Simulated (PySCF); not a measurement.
A TDDFT job was run through a driver script with this input:

```
{"job": {"kind": "uv", "xc": "PBE0", "basis": "def2-SVPD", "nstates": 8, "ntriplets": 3}, "charge": 0, "multiplicity": 1}
C      3.519770     0.437503     0.333217
C      2.122299     0.128711     0.156187
C      0.947366    -0.105165     0.013591
C     -0.380658    -0.417698    -0.156488
C     -1.656665    -0.120421    -0.133108
C     -2.775687     0.797197     0.087645
F     -2.347698     2.045922     0.473012
C     -1.337005    -1.522697    -0.546030
H      3.747782     1.406051    -0.112808
H      4.135523    -0.327326    -0.140925
H      3.759771     0.476654     1.396403
H     -3.361089     0.931399    -0.833234
H     -3.436209     0.427260     0.885039
H     -1.516550    -2.340327     0.144799
H     -1.425363    -1.809073    -1.589212
```

Computed, not measured: PySCF, TDDFT PBE0/def2-SVPD, vertical, gas phase, core orbitals frozen in the response. Job line and output are in the format of a driver script around the code.

(1) Give the output.

Answers

(1) 
```
coarse grid: 13032 points
cycle   1  E = -369.8614992757  dE =  1.253e+00  |g| = 4.994e-01  |ddm| = 1.110e+01
cycle   2  E = -369.8273055511  dE =  3.419e-02  |g| = 6.760e-01  |ddm| = 3.716e+00
cycle   3  E = -369.9131365388  dE = -8.583e-02  |g| = 1.273e-01  |ddm| = 1.573e+00
cycle   4  E = -369.9162546751  dE = -3.118e-03  |g| = 5.172e-02  |ddm| = 5.121e-01
cycle   5  E = -369.9168328355  dE = -5.782e-04  |g| = 1.701e-02  |ddm| = 1.734e-01
cycle   6  E = -369.9168989903  dE = -6.615e-05  |g| = 4.458e-03  |ddm| = 5.804e-02
cycle   7  E = -369.9169019378  dE = -2.948e-06  |g| = 2.730e-03  |ddm| = 1.489e-02
final grid: 127664 points
cycle   8  E = -369.9728030813  dE = -2.092e-05  |g| = 9.414e-03  |ddm| = 1.632e-01
cycle   9  E = -369.9727522885  dE =  5.079e-05  |g| = 1.684e-02  |ddm| = 6.485e-02
cycle  10  E = -369.9728238770  dE = -7.159e-05  |g| = 3.050e-03  |ddm| = 3.534e-02
cycle  11  E = -369.9728262493  dE = -2.372e-06  |g| = 4.813e-04  |ddm| = 6.188e-03
cycle  12  E = -369.9728262938  dE = -4.445e-08  |g| = 1.624e-04  |ddm| = 1.385e-03
cycle  13  E = -369.9728262989  dE = -5.151e-09  |g| = 7.244e-05  |ddm| = 5.683e-04
cycle  14  E = -369.9728263001  dE = -1.206e-09  |g| = 1.058e-05  |ddm| = 2.297e-04
cycle  15  E = -369.9728263002  dE = -2.183e-11  |g| = 3.833e-06  |ddm| = 4.519e-05
converged SCF energy = -369.9728263002

Static polarisability (au): isotropic 91.479, principal 56.993 73.123 144.323

Singlet excitations
state   eV       nm        f      main configurations
  1   4.7863    259.0   0.00004   H-1->L 0.98
  2   5.0509    245.5   0.30503   H->L 0.88
  3   5.7375    216.1   0.00187   H->L+1 0.55, H->L+2 0.26, H->L+3 0.12
  4   6.1806    200.6   0.00347   H->L+2 0.43, H->L+1 0.42, H->L+3 0.10
  5   6.5705    188.7   0.00015   H->L+3 0.71, H->L+2 0.25
  6   6.6335    186.9   0.00450   H-3->L 0.85, H->L+4 0.11
  7   6.6940    185.2   0.00399   H->L+4 0.80, H-3->L 0.13
  8   6.8088    182.1   0.13964   H-2->L 0.68, H-1->L+1 0.10, H-1->L+2 0.09

Triplet excitations (Tamm-Dancoff, eV): 3.1197 4.4643 5.2712
```

One conformer (not necessarily the lowest) at the GFN2-xTB geometry, without solvent, vibrations or thermal averaging.

The SCF starts on a coarse grid; the energy jumps when the final grid takes over, and dE counts afresh there. H and L stand for HOMO and LUMO.

The values belong to the conformer `[CH3:1][C:2]#[C:3][C:4]1=[C:5]([CH2:6][F:7])[CH2:8]1`: C4–C5–C6–F7 1°.
